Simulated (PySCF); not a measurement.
Nonlinear optical response: `CC[C@@H]1C/C1=C/OC`, C7H12O

Cartesian coordinates in Å; atom numbers follow the order of the lines, from 1:
```xyz
20

C    -2.940    0.692   -1.144
C    -1.574    0.520   -0.497
C    -1.250   -0.923   -0.180
C    -1.788   -1.562    1.096
C    -0.358   -1.294    0.923
C     0.839   -1.373    1.495
O     2.026   -0.986    0.992
C     2.016   -0.438   -0.298
H    -3.740    0.324   -0.483
H    -3.009    0.129   -2.089
H    -3.151    1.749   -1.370
H    -1.513    1.107    0.435
H    -0.792    0.926   -1.162
H    -1.243   -1.583   -1.060
H    -2.364   -0.916    1.771
H    -2.152   -2.595    1.049
H     0.960   -1.794    2.498
H     3.058   -0.217   -0.562
H     1.594   -1.144   -1.033
H     1.426    0.495   -0.334
```

Computed with PySCF 2.14.0, quadratic response CAM-B3LYP/def2-SVPD first hyperpolarisability, Taylor convention, gas phase. Geometry: PBE0-D3(BJ)/def2-SVP.

Problem. Give β for the processes computed.

Solution. In au, Taylor convention; the vector part is βᵢ = ⅓ Σⱼ (βᵢⱼⱼ + βⱼᵢⱼ + βⱼⱼᵢ); β∥ is 3/5 of the vector part along the dipole, the dipole points from − to +:
```csv
process,λ (nm),β vector norm,β∥,β HRS,depolarisation ratio
"static β(0;0,0)",∞,166.4,-56.0,66.0,5.87
"second harmonic β(−2ω;ω,ω)",1550,179.6,-60.1,71.2,5.86
"Pockels β(−ω;ω,0)",1550,170.6,-57.3,–,–
"second harmonic β(−2ω;ω,ω)",1064,196.6,-65.6,78.0,5.85
"Pockels β(−ω;ω,0)",1064,175.5,-58.9,–,–
"second harmonic β(−2ω;ω,ω)",694.3,255.4,-84.7,101.8,5.74
"Pockels β(−ω;ω,0)",694.3,189.2,-63.3,–,–
```

Problem. Which lowest excitations, dipole and polarisabilities go with it?

Solution. S1 6.16 eV (f = 0.045); S2 6.44 eV (f = 0.239); S3 6.88 eV (f = 0.050); dipole 1.35 D; isotropic α 89.6 au static, 90.0 au at 1550 nm, 90.4 au at 1064 nm, 91.1 au at 775 nm, 91.5 au at 694.3 nm, 92.9 au at 532 nm, 98.2 au at 347.1 nm.
